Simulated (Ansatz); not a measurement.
System: sum formula HBO₂Br, net charge -1, singlet state. It need not be the lowest isomer of its formula. Whether it binds its extra electron was not tested at this geometry. 
Geometry from a B3LYP-D3(BJ)/def2-TZVP (Ansatz, an electronic-structure program) optimisation:
```
B
O 1 1.2587
O 1 1.4071 2 133.39
H 3 0.9648 1 105.00 2 0.00
Br 1 2.1524 2 121.95 3 -180.00
```
Charge -1, spin multiplicity 1.

Total electronic energies in hartree. Valence correlation only, unless marked. Spin-orbit coupling is left out. The frozen core is the preceding noble-gas configuration, with the filled d and f shells of earlier blocks. No relativistic terms. CBS(X,Y): correlation extrapolated as X^-3; Hartree-Fock from the larger set. [CCSD(T)-MP2]/basis is that difference in the basis named.

| level | program | energy (Eh) |
|---|---|---|
| RI-HF/aug-cc-pVTZ | Ansatz | -2747.70396 |
| r2SCAN-D4/def2-TZVPD | Ansatz + dftd4 | (withheld) |
| PBE0-D4/def2-TZVP | Ansatz + dftd4 | (withheld) |
| BHLYP-D4/def2-TZVPD | Ansatz + dftd4 | -2750.24124 |
| BHLYP/def2-TZVPD | Ansatz | -2750.23630 |
| HSE06-D4/def2-TZVPD | Ansatz + dftd4 | (withheld) |
| PBE-QIDH/def2-TZVPD | Ansatz | -2749.46516 |
| MP2/6-31G* | Ansatz | -2747.81939 |
| MP2/aug-cc-pVQZ | Ansatz | -2748.53954 |
| MP2/CBS(aug-cc-pVTZ,aug-cc-pVQZ) | Ansatz | -2748.5806 |
| SCS-MP2/6-31G* | Ansatz | -2747.79707 |
| CCSD/cc-pV5Z | Ansatz | -2748.55924 |
| CCSD(T)/6-31G | Ansatz | -2747.49960 |
| RI-MP2/CBS(aug-cc-pVTZ,aug-cc-pVQZ)+[CCSD(T)-MP2]/aug-cc-pVQZ | Ansatz | -2748.6212 |
| CCSD(T)/CBS(aug-cc-pVTZ,aug-cc-pVQZ) | Ansatz | -2748.6193 |

Q: Complete the blanks.

A: 
- r2SCAN-D4/def2-TZVPD, energy (Eh): -2750.23056
- PBE0-D4/def2-TZVP, energy (Eh): -2749.83702
- HSE06-D4/def2-TZVPD, energy (Eh): -2749.83811
